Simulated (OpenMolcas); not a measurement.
A calculation on Ca+.

- Program: OpenMolcas
- Method: CASSCF
- Basis: ANO-RCC-VTZP [6s5p2d1f]
- Scalar Hamiltonian: DKH2, point nucleus
- Active space: 1 electron in 9 orbitals (3d 4s 4p)
- State averaging: 2S+1 = 2 even, 6 roots; 2S+1 = 2 odd, 3 roots
- Spin-orbit coupling: state interaction with AMFI integrals over the reference wave functions, term energies averaged over their components

Problem. Which level of the active space comes out lowest?

Solution. 4s ²S_1/2, with 100 % of that term; it is also the measured ground level.

Problem. How high does 3d ²D_5/2 lie?

Solution. 23098 cm⁻¹ above the lowest level; measured 13711 cm⁻¹ above the ground level, so the calculation is off by +68 %.

Problem. How high does 3d ²D_3/2 lie?

Solution. 23075 cm⁻¹ above the lowest level; measured 13650 cm⁻¹ above the ground level, so the calculation is off by +69 %.

Problem. How high does 4p ²P°_3/2 lie?

Solution. 23390 cm⁻¹ above the lowest level; measured 25414 cm⁻¹ above the ground level, so the calculation is off by -8 %.

Measured values: NIST Handbook of Basic Atomic Spectroscopic Data.

ANO sets are built for ground and valence states and can reach diffuse excited orbitals poorly. With one active electron the reference holds no correlation, so core polarisation is missing. Computed and measured levels are paired by configuration, term and J; levels that our copy of the source lacks, or whose pairing is in doubt (as where it misses far off the trend of its configuration), stay unpaired and out of the deviations. Only configurations of the active space appear.

° marks odd parity.
